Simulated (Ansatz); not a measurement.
Coupled-cluster diagnostics for Na₈⁺, Ansatz.

Geometry of the doublet (r2SCAN/def2-SVP):

```xyz
8

Na   -2.304   -1.423   -0.837
Na   -1.981    1.072    1.900
Na   -2.714    2.064   -1.849
Na    0.536   -1.768    1.400
Na    0.375    1.010   -0.684
Na    0.970   -2.084   -2.366
Na    1.602    1.516    2.654
Na    3.516   -0.386   -0.218
```

Correlated methods freeze 8 core orbitals; core or outer-core shells of Na are correlated, in sets that lack core-valence functions. In CCSD on the charge 1 doublet the largest single amplitude is 0.20, so its Hartree–Fock determinant may place the open shell otherwise than the density functionals do. The structure comes from a short search, and lower isomers may exist.

Question: Estimate the CCSD(T) correlation energy, the shares of MP2 and (T), T1 and the reference's ⟨S²⟩ for: charge 1, doublet, own geometry in def2-SVP; and the rough time on 4 threads of Arm Neoverse N1 on a shared host.

Answer: 
| state | basis | correlation (eV) | MP2 share (%) | (T) share (%) | T1 | ⟨S²⟩ (pure) | wall time | remarks |
| --- | --- | --- | --- | --- | --- | --- | --- | --- |
| charge 1, doublet, own geometry | def2-SVP | -3.301 | 63.6 | 7.8 | 0.041 | 1.62 (0.75) | 6.3 min | spin-contaminated (⟨S²⟩ 1.62) |
Customary marks for T1 are 0.02 (closed shells), 0.045 (open shells) and about 0.05 (3d metals). T1 exceeds 0.02 in 1 of 1 rows and 0.045 in 0; the higher it lies, the less the single-reference result can be trusted.
